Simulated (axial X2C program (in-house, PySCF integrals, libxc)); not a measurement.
# RuN: properties at the nuclei

Computed with an in-house all-electron X2C program for linear molecules (integrals from PySCF): two-component X2C with atomic mean-field Coulomb and Gaunt terms, Gaussian nuclei, basis Ru dyall-cv3z, N dyall-av3z with contracted cores.

R = 1.543 Å (near the PBE0 minimum at charge 0 of the determinant lowest at the starting distance; the state shown can have its own minimum elsewhere).

Determinant lowest in the PBE0 search, Ω = 1/2 (⟨Sz⟩ = 0.50, ⟨Lz⟩ = 0.00 at PBE0), spin on the atoms Ru 0.50, N 0.00:

```
level  Eeff magnitude (GV/cm)  Ws magnitude Ru (kHz)  A∥/gI Ru (MHz)  qzz Ru (a.u.)  A∥/gI N (MHz)  qzz N (a.u.)  μ (D)
 PBE0                   0.494                  0.502            5970           6.16           39.1         -0.59  -1.96
   HF                    3.97                   3.75            4550           6.47          -4.92         -0.66  -1.20
  LDA                   0.893                  0.897            6070           5.84           45.1         -0.59  -1.72
  PBE                   0.732                  0.751            5910           5.77           43.4         -0.57  -1.71
TPSSh                   0.321                  0.348            6010           5.94           40.5         -0.57  -1.97
```

Determinant 0.95 eV from it at PBE0 and this distance, Ω = 9/2 (⟨Sz⟩ = 1.50, ⟨Lz⟩ = 3.00 at PBE0), spin on the atoms Ru 1.30, N 0.20:

| level | Eeff magnitude (GV/cm) | Ws magnitude Ru (kHz) | A∥/gI Ru (MHz) | qzz Ru (a.u.) | A∥/gI N (MHz) | qzz N (a.u.) | μ (D) |
| --- | --- | --- | --- | --- | --- | --- | --- |
| PBE0 | 0.361 | 0.0226 | 962 | 2.28 | 30.2 | -0.28 | -2.26 |
| HF | 3.09 | 0.428 | 751 | 3.22 | 37.2 | -0.06 | -2.13 |
| LDA | 0.165 | 0.0389 | 1000 | 1.98 | 28.3 | -0.26 | -2.02 |
| PBE | 0.164 | 0.0398 | 972 | 1.95 | 28.7 | -0.26 | -1.98 |
| TPSSh | 0.27 | 0.0392 | 966 | 2.12 | 28.7 | -0.26 | -2.15 |

Eeff is the effective electric field on the electron electric dipole moment in this Ω state and Ws the scalar–pseudoscalar constant of the nucleus named (defined with the proton number Z and per Ω); A∥ (defined per Ω) follows by multiplying with gI = μI/(I μN); qzz is the electric field gradient, eQq0 = 234.96 MHz × Q/barn × qzz; μ is positive if the N end (last atom) is positive. The operators were transformed with the bare-nucleus X2C matrices; with these basis sets, hyperfine constants and field gradients can be off by tens of per cent, and where levels differ in sign neither size nor sign is settled.

Problem. With gI(101Ru) = -0.2880, Q(101Ru) = 0.457 barn, Q(14N) = 0.02044 barn (g factors from the IAEA table of nuclear moments by Stone; Q from Pyykkö, Mol. Phys. 2018), turn the PBE0 values of the first state into constants in MHz.

Solution. A∥(101Ru) = 5970 × -0.2880 = -1720 MHz; eQq0(101Ru) = 234.96 × (0.457) × (6.16) = 661 MHz; eQq0(14N) = 234.96 × (0.02044) × (-0.59) = -2.83 MHz.

Each state is one determinant with collinear spin, which with several unpaired electrons need not be a pure state. Unrestricted Hartree–Fock can overshoot spin polarisation at the nuclei. In the state Ω = 9/2 the sign of Eeff differs between levels (HF against PBE0). With several open shells hyperfine constants can be off by a factor of several. Where Eeff spreads by more than a factor of two the levels disagree and none is to be relied on. At HF a later determinant lies lower. The search compared states at one distance, so a state with another bond length can lie lower. Further determinants of the search, some of them spin-mixed, are not shown. Where a field gradient or hyperfine factor spreads by more than a factor of two over the levels, a constant derived from it is not to be relied on. PBE0 term energies can be off by some tenths of an eV.
